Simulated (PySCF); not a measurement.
This PySCF input asks for the NMR shieldings of `CC[CH2][Al]1[CH2]C[SiH2][CH2]1`, C6H15AlSi; the geometry comes from GFN2-xTB.

```python
import basis_set_exchange as bse
import numpy as np
from pyscf import gto, dft
from pyscf.prop import nmr

atoms = """
C     3.931839   -0.072534   -0.186983
C     2.435563   -0.368597   -0.173538
C     1.585711    0.910803   -0.264440
Al   -0.353269    0.434676   -0.137523
C    -1.083000   -1.241132    0.708286
C    -2.526397   -0.864828    1.101317
Si   -3.334715    0.190526   -0.270419
C    -1.973421    1.449419   -0.732273
H     4.207473    0.448866   -1.102233
H     4.204001    0.556930    0.658694
H     4.509186   -0.993594   -0.128760
H     2.182550   -0.908266    0.744817
H     2.190270   -1.029852   -1.011080
H     1.904370    1.595361    0.535936
H     1.823223    1.437687   -1.200622
H    -1.130676   -2.064791   -0.021290
H    -0.557012   -1.664035    1.574029
H    -2.498345   -0.271221    2.019229
H    -3.118196   -1.754490    1.328158
H    -3.663779   -0.668877   -1.421627
H    -4.579612    0.801657    0.225539
H    -2.124414    2.379379   -0.174548
H    -2.036102    1.723899   -1.787653
"""
names = dict.fromkeys(["C", "Al", "Si", "H"], "pcSseg-1")
basis = {el: gto.basis.parse(bse.get_basis(n, elements=[el], fmt="nwchem")) for el, n in names.items()}
mol = gto.M(atom=atoms, basis=basis, charge=0, verbose=0)
mf = dft.RKS(mol, xc="PBE0")
mf.grids.level = 2
mf.grids.alignment = dft.numint.BLKSIZE   # the property module wants whole blocks of grid points
mf.conv_tol = 1e-9
mf.kernel()

calc = nmr.RKS(mf)   # GIAO
C = mf.mo_coeff
Co = C[:, mf.mo_occ > 0]
resp = mf.gen_response(singlet=True, hermi=2)
def vind(x):   # induced exchange potential for any number of trial vectors
    d = np.einsum("pi,xij,qj->xpq", C, 2 * x.reshape(-1, C.shape[1], Co.shape[1]), Co, optimize=True)
    return np.einsum("xpq,pi,qj->xij", resp(d - d.transpose(0, 2, 1)), C, Co, optimize=True).ravel()
mo1, _ = nmr.rhf.solve_mo1(calc, with_cphf=vind)
sigma = calc.kernel(mo1)
for i, s in enumerate(sigma):   # ppm
    print("%2d %-2s %9.2f" % (i, mol.atom_pure_symbol(i), np.trace(s) / 3))
```

Q: What does it print?

A: 
```
 0 C     163.99
 1 C     162.52
 2 C     165.42
 3 Al    247.74
 4 C     177.12
 5 C     177.09
 6 Si    385.30
 7 C     200.21
 8 H      30.71
 9 H      30.74
10 H      30.31
11 H      30.01
12 H      30.31
13 H      31.21
14 H      30.86
15 H      31.39
16 H      30.42
17 H      31.25
18 H      30.21
19 H      27.59
20 H      27.08
21 H      32.32
22 H      32.00
```

These numbers come from an equivalent density-fitted implementation of the same equations, which agrees with the script to about 0.01 ppm for H and up to a few tenths of a ppm for heavy atoms, so last digits may differ.

Size and cost of the density-fitted run: 225 basis functions, 2.8 min wall time on 1 thread of an Intel Xeon, shared host; peak memory 1 GiB.
